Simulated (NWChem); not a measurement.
Species: HfBrF3; SMILES [F][Hf]([Br])([F])[F]

```xyz
5

Hf     0.0000     0.0000    -0.5209
F      1.3373     1.1773    -1.1734
F     -1.6882     0.5695    -1.1734
F      0.3509    -1.7467    -1.1734
Br     0.0000     0.0000     1.9767
```
Atoms are numbered in this order, from 1.

Program: NWChem. Structure relaxed at the PBE0/def2-SVP level. No frequency run checked for a minimum. def2 effective core potentials on Hf; no spin-orbit coupling. Total energies compare along this basis series because the functional is fixed.

| level | basis functions | energy (Ha) | highest occupied level (eV) | orbital gap (eV) | dipole (D) |
|---|---|---|---|---|---|
| PBE/def2-SVP | 106 | -2920.8526 | -7.88 | 5.77 | 0.06 |
| PBE/def2-SVPD | 145 | -2920.8792 | -8.04 | 5.67 | 0.14 |
| PBE/def2-TZVP | 181 | -2921.5430 | -7.98 | 5.80 | 0.06 |
| PBE/def2-TZVPD | 220 | -2921.5464 | -8.00 | 5.78 | 0.08 |
| PBE/def2-TZVPP | 197 | -2921.5487 | -7.97 | 5.83 | 0.03 |
